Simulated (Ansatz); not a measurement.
Si2W2 (the lowest singlet isomer of a short search). Total charge 0; singlet. Geometry PBE0-D4/def2-SVP, basis def2-TZVP, Ansatz.

```xyz
4

W     0.4865    0.7952   -0.8666
W    -0.3138   -1.1823   -0.3515
Si    1.4849   -0.3401    1.0014
Si   -1.6576    0.7272    0.2167
```

```tsv
run	HOMO (eV)	LUMO (eV)
A	-5.16	-3.19
B	-5.44	-2.78
C	-7.44	-0.52
D	-5.87	-2.28
E	-5.80	-2.40
F	-4.98	-3.39
```

In the def2 sets W takes a core potential; there is no spin–orbit coupling. HSE06 is defined as in plane-wave codes, on full-range PBE exchange. The structure comes from a short search, and lower isomers may exist.

Question: The runs used HSE06, PBE, PBE0, r2SCAN, r2SCAN0, ωB97M-V. Estimate which is which.

Answer: A r2SCAN (0 % exact exchange); B HSE06 (range-separated); C ωB97M-V (range-separated); D r2SCAN0 (25 % exact exchange); E PBE0 (25 % exact exchange); F PBE (0 % exact exchange). Exact exchange lowers occupied and raises empty levels; among semilocal functionals meta-GGAs tend to open the gap a little, and such runs are hard to tell apart. The gap grows from 1.58 eV (PBE) to 6.92 eV (ωB97M-V).
